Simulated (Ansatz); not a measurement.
Zn₂SF₂ was relaxed with PBE0-D4 (def2-SVP) in Ansatz in these states: charge +1 doublet, neutral singlet. The geometries follow in no particular order.

A:

```xyz
5

Zn   -1.0420   -0.7375    1.3171
Zn    1.0813    0.9778   -1.1132
S     0.1884    1.1527    0.9781
F    -1.9501   -2.1799    1.5108
F     1.7224    0.7869   -2.6928
```

B:

```
atom   x (Å)   y (Å)   z (Å)
 Zn1  -1.336   0.868   0.128
 Zn2   1.461  -0.595  -0.255
  S3   0.620   1.349  -0.628
  F4  -2.934   0.529   0.728
  F5   2.189  -2.152   0.027
```

**Question.** Judge from the bond lengths which geometry belongs to which state (an estimate).

**Answer.** A is the charge +1 doublet (Zn2–S3 2.281 Å, Zn1–S3 2.281 Å, Zn1–F4 1.715 Å); B is the neutral singlet (Zn2–S3 2.151 Å, Zn1–S3 2.151 Å, Zn1–F4 1.741 Å).
